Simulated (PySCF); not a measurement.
A drawn structure before and after optimisation.

[(OH)3Hf]2S (singlet state). Drawn bonds (atoms from 1): Hf1–O2, Hf1–O3, Hf1–O4, Hf1–S5, O2–H10, O3–H11, O4–H12, S5–Hf6, Hf6–O7, Hf6–O8, Hf6–O9, O7–H13, O8–H14, O9–H15.

Start geometry (GFN1-xTB, Å):

```
atom  x, y, z in Å
Hf1   -0.379    1.003   -1.307
O2    -1.572    2.560   -1.103
O3     0.073    0.976   -3.130
O4    -1.215   -0.502   -0.760
S5     1.440    1.286    0.092
Hf6    0.903   -0.711    1.304
O7     2.303   -0.988    2.584
O8     0.987   -2.171    0.104
O9    -0.757   -0.557    2.246
H10   -2.011    3.397   -1.230
H11    0.281    0.945   -4.018
H12   -1.931   -0.879   -0.112
H13    2.920   -1.413    2.967
H14    0.280   -2.494   -0.531
H15   -1.355   -0.528    2.939
```

Computed with PBE0-D3(BJ)/def2-SVP geometry optimisation, gas phase, def2 core potentials past Kr in PySCF.

Here a drawn bond counts as lost beyond 1.3 times the sum of covalent radii plus 0.1 Å; another pair counts as a new contact within 1.08 times that sum, or 1.2 times among H, C, N, O, F, S and Cl. Covalent radii used (Å): H 0.31, Hf 1.75, O 0.66, S 1.05.

Task: Which drawn bonds are lost at the end of the optimisation, and which new contacts are there?

Result: No drawn bond is lost. New contacts (start → end): Hf1–Hf6 (3.38 → 3.43 Å) and O4–Hf6 (2.97 → 2.35 Å).

End geometry:
```
atom  x, y, z in Å
Hf1   -0.468    1.525   -1.189
O2    -1.438    3.067   -0.574
O3    -0.252    1.467   -3.103
O4    -1.152   -0.193   -0.409
S5     1.585    1.220   -0.018
Hf6    0.672   -0.999    0.841
O7     1.978   -1.275    2.224
O8     0.932   -2.452   -0.392
O9    -0.979   -1.154    1.952
H10   -1.715    3.907   -0.211
H11    0.037    1.408   -4.011
H12   -1.840   -0.464    0.218
H13    2.655   -1.453    2.872
H14    0.971   -3.180   -1.005
H15   -1.019   -1.498    2.848
```

Task: How much did the energy fall, and did the run converge?

Result: By 42.1 kcal/mol over 41 gradient evaluations. The calculation stopped without meeting its thresholds. Properties computed at the end geometry shouldn't be filed under the drawn structure. Nor does the run disprove the drawing: a local optimiser ends where its start leads it, and a better start may keep the drawn bonds and even end lower.
